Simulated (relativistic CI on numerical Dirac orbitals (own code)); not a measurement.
**Cd XXXVII: what numerical and physical settings do to a radial Dirac CI calculation**

Reference input:

```
atom Cd  Z=48  charge=36  electrons=12
nucleus A=114  rms_radius_fm=4.6087
hamiltonian dirac-coulomb  breit=on  qed=on  c_scale=1
orbitals kli  potential=per-configuration
slater_scale 1
correlation none
mixing on
grid step=0.0125 r_max=3.3
scf mixing=0.4 start=green max_iterations=150 tolerance=2e-08 node_fill=0.05
configurations
  [Ne] 3s2
  [Ne] 3s 3p
  [Ne] 3p2
  [Ne] 3s 3d
  [Ne] 3d2
end
```

Computed lowest total energy -4494.45236 Ha, first excitation 592385.2 cm⁻¹, 42 SCF steps. Runs with settings changed; * marks those that are bad on purpose:

```
                                                       Changed        Outcome  Lowest level    ΔE (Ha)  First excitation (cm⁻¹)  SCF steps                          Message
                       iteration limit 20, SCF tolerance 1e-10      converged      3s2 1S_0  -1.44e-09                 592385.2         50                                 
grid step 0.04, Slater scale 1.2, end of the grid at 1.65 bohr  not converged                                                            8             orbital 3s not found
                                           SCF tolerance 1e-10      converged      3s2 1S_0  -1.44e-09                 592385.2         50                                 
   Slater scale 0.5, nuclear radius 5.0696 fm, grid step 0.008      converged      3s2 1S_0      0.124                 604518.8         42                                 
                                  configuration list: repeat *        refused                                                            0  a configuration is listed twice
                                              SCF mixing 1.8 *      converged      3s2 1S_0  -2.29e-09                 592385.2         46
```
